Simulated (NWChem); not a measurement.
## Basis-set convergence for H2OSi

```xyz
4

Si     0.4016     0.5130     0.0000
H      1.6190    -0.4836     0.0000
O     -0.8343    -0.6400     0.0000
H     -0.5665    -1.5780     0.0000
```
Charge 0, spin multiplicity 1.

All runs are NWChem calculations. The geometry was optimised at PBE/def2-SVP, a minimum by its harmonic frequencies. It is one conformer; others weren't searched.

Quantity: LUMO energy at the level PBE.

The Pople sets run with spherical d functions. The structure started from a generated list of species.

```tsv
basis	functions	LUMO energy (eV)
3-21G	26	-2.78
6-31G*	36	-2.83
cc-pVDZ	42	-2.84
pcseg-1	42	-3.02
6-31+G*	44	-3.09
aug-cc-pVDZ	68	-3.11
aug-pcseg-1	68	-3.14
pcseg-2	92	-3.06
def2-TZVPD	101	-3.08
aug-cc-pVTZ	142	-3.10
```

Smallest basis within 0.1 eV of aug-cc-pVTZ, the largest set run: pcseg-1, with 42 functions against 142 (also within reach: 6-31+G*, aug-cc-pVDZ, aug-pcseg-1, pcseg-2, def2-TZVPD). aug-cc-pVTZ isn't the basis-set limit itself, and a small set can land close by cancellation.
